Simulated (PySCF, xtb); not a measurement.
C2H4ClFSi2, SMILES C#C[Si@H](F)[SiH2]Cl.

GFN2-xTB in xtb at its own geometry gives an orbital gap of 4.13 eV and a dipole moment of 2.18 D.

The structure is a stationary point at PBE-D3(BJ)/def2-SVP. The structure was generated by enumeration; whether it is a known compound was not checked. Other conformers were not sampled.

What does M06-2X/def2-TZVP (PySCF) give? (Estimate from the structure and the level; the computed values follow.)

gap 8.66 eV (levels -9.21 and -0.54 eV), dipole 2.30 D.
